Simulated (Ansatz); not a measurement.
The same ligand exchange along the group Mg, Zn, Cd.

Isolated molecules relaxed with PBE0-D4/def2-TZVP in Ansatz; ΔE leaves out vibrations. CCSD(T)/CBS adds triple-zeta CCSD(T) − MP2 to the extrapolated MP2 energy (def2 sets, frozen cores). This one scheme is used for every species. Functionals use def2-TZVPP. def2 core potentials past Kr. For Br, Cd, Mg, Zn outer-core shells are correlated without core-valence functions, which leaves a few kJ/mol of doubt a bond. Scalar relativity is left out up to krypton. Each species was taken in one conformer, which may not be the lowest.

```csv
reaction,B2PLYP (kJ/mol),LDA (SPW92) (kJ/mol),CCSD(T)/def2-SVP (kJ/mol),CCSD(T)/CBS(def2) (kJ/mol)
`[NH2][Mg][SH]` + HBr → `[NH2][Mg][Br]` + H₂S,-78,-68,-78,-77
`[NH2][Zn][SH]` + HBr → `[NH2][Zn][Br]` + H₂S,-53,-41,-64,-55
`[NH2][Cd][SH]` + HBr → `[NH2][Cd][Br]` + H₂S,-55,-42,-58,-55
```

Largest T1 diagnostic: 0.015, for `[NH2][Zn][SH]`.
